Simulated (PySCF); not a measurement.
# How the method changes the shape and vibrations of FH2OSi2

Calculated results; nothing here was measured. They come from PySCF 2.14.0, an open-source quantum chemistry program, on an isolated molecule that a program drew, which may never have been made. The molecule is FH2OSi2 (charge 0, doublet), drawn as the SMILES string `O=[Si](F)[SiH2]`.

The geometry was optimised and harmonic frequencies were computed with HF and MP2, all in the cc-pV(D+d)Z basis, for the commonest isotopes, with a restricted reference for singlets and an unrestricted one otherwise, and a frozen core in MP2. Each result is a local minimum of its method.

Geometry at the HF minimum:
```xyz
6
FH2OSi2, angstrom
O    -2.0108    0.4786    1.5460
Si   -0.8702    0.2241    0.6235
F     0.4426   -0.5951    1.0114
Si   -0.7016    0.7686   -1.6163
H     0.6914    0.9059   -2.0799
H    -1.5654    1.8990   -1.9976
```

Lengths of the bonds as drawn, in Å (atoms numbered as above):
```
bond,HF,MP2
O1-Si2,1.489,1.532
Si2-F3,1.595,1.621
Si2-Si4,2.311,2.304
Si4-H5,1.474,1.478
Si4-H6,1.473,1.476
```

Rotational constants, in GHz:
```
constant,HF,MP2
A,7.376,7.013
B,3.136,3.147
C,2.212,2.182
```

Harmonic frequencies in cm^-1, each column in rising order, so a row needn't be the same motion in every method:
| rank | HF | MP2 |
|---|---|---|
| 1 | 151 | 144 |
| 2 | 165 | 163 |
| 3 | 293 | 269 |
| 4 | 313 | 287 |
| 5 | 480 | 426 |
| 6 | 543 | 492 |
| 7 | 580 | 544 |
| 8 | 897 | 845 |
| 9 | 984 | 934 |
| 10 | 1374 | ? |
| 11 | 2343 | 2300 |
| 12 | 2367 | 2333 |

**Estimate the missing MP2 frequency from the HF column.**

A single factor s that minimises the squared misfit of MP2 against s times HF over the other rows is sum(HF x MP2) / sum(HF^2) = 0.9736, with an rms misfit of 25 cm^-1. For rank 10 it gives 0.9736 x 1374 = 1338 cm^-1. The calculation gives 1235 cm^-1, 103 cm^-1 below the estimate. The drawn bonds are on average 0.9 % longer in MP2 than in HF.
